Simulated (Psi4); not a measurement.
Computed with SAPT0/jun-cc-pVDZ, frozen core (Psi4).

Psi4 input:

```
molecule {
0 1
O 0.74646216 -0.53974166 0.31720822
C -0.36152131 -0.00059337 -0.21906222
O -0.68316233 1.14849739 -0.12761552
H 1.22433049 0.16735252 0.78224831
H -0.92610901 -0.77551488 -0.75277880
--
0 1
Se -3.18538538 1.37728063 -1.27516584
H -2.94679403 2.65894885 -0.59506985
H -4.52851934 1.80920548 -1.68936615
units angstrom
symmetry c1
no_reorient
no_com
}
set basis jun-cc-pvdz
set scf_type df
set freeze_core true
energy('sapt0')
```

Part of the output:

```
    SAPT Results
  --------------------------------------------------------------------------------------------------------
    Electrostatics                -13.09931124 [mEh]      -8.21994190 [kcal/mol]     -34.39223691 [kJ/mol]
      Elst10,r                    -13.09931124 [mEh]      -8.21994190 [kcal/mol]     -34.39223691 [kJ/mol]

    Exchange                       20.16896550 [mEh]      12.65621693 [kcal/mol]      52.95361162 [kJ/mol]
      Exch10                       20.16896550 [mEh]      12.65621693 [kcal/mol]      52.95361162 [kJ/mol]
      Exch10(S^2)                  19.95686454 [mEh]      12.52312157 [kcal/mol]      52.39674064 [kJ/mol]

    Induction                      -3.17647783 [mEh]      -1.99326993 [kcal/mol]      -8.33984138 [kJ/mol]
      Ind20,r                     -15.60348038 [mEh]      -9.79133177 [kcal/mol]     -40.96693210 [kJ/mol]
      Exch-Ind20,r                 13.75885534 [mEh]       8.63381207 [kcal/mol]      36.12386971 [kJ/mol]
      delta HF,r (2)               -1.33185278 [mEh]      -0.83575023 [kcal/mol]      -3.49677898 [kJ/mol]

    Dispersion                     -4.63218590 [mEh]      -2.90674054 [kcal/mol]     -12.16180240 [kJ/mol]
      Disp20                       -5.85774618 [mEh]      -3.67579122 [kcal/mol]     -15.37951047 [kJ/mol]
      Exch-Disp20                   1.22556028 [mEh]       0.76905069 [kcal/mol]       3.21770807 [kJ/mol]
      Disp20 (SS)                  -2.92887309 [mEh]      -1.83789561 [kcal/mol]      -7.68975524 [kJ/mol]
      Disp20 (OS)                  -2.92887309 [mEh]      -1.83789561 [kcal/mol]      -7.68975524 [kJ/mol]
      Exch-Disp20 (SS)              0.61003031 [mEh]       0.38279980 [kcal/mol]       1.60163436 [kJ/mol]
      Exch-Disp20 (OS)              0.61552997 [mEh]       0.38625089 [kcal/mol]       1.61607371 [kJ/mol]

  Total HF                          3.89317644 [mEh]       2.44300510 [kcal/mol]      10.22153333 [kJ/mol]
  Total SAPT0                      -0.73900946 [mEh]      -0.46373544 [kcal/mol]      -1.94026907 [kJ/mol]
```
